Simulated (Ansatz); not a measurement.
A structure relaxed at r2SCAN-D4/def2-SVP in Ansatz, charge 1, singlet:

```xyz
9

Ag   -0.724   -0.781    1.171
Ag    0.987   -0.365   -1.182
Ag    2.077   -0.845    1.364
Ag   -1.415    1.088   -0.828
Ag   -1.508   -1.638   -1.389
Ag    0.805    1.579    0.855
Ag    0.920    2.217   -1.862
Ag    0.645   -2.816   -0.029
Ag   -1.786    1.560    1.899
```

Give its formula and point group.

the cluster Ag9⁺ (the lowest singlet isomer of a short search). Point group C2v (tolerance 0.1 Å).

Summarise the bond lengths by kind (pairs closer than 1.2 times the sum of covalent radii, bridged metal pairs left out).

22 × Ag–Ag 2.67 to 2.94 Å.

In the def2 sets Ag takes a core potential; there is no spin–orbit coupling. The relaxation made no stability test and no search for a lower SCF solution. The structure comes from a short search, and lower isomers may exist.
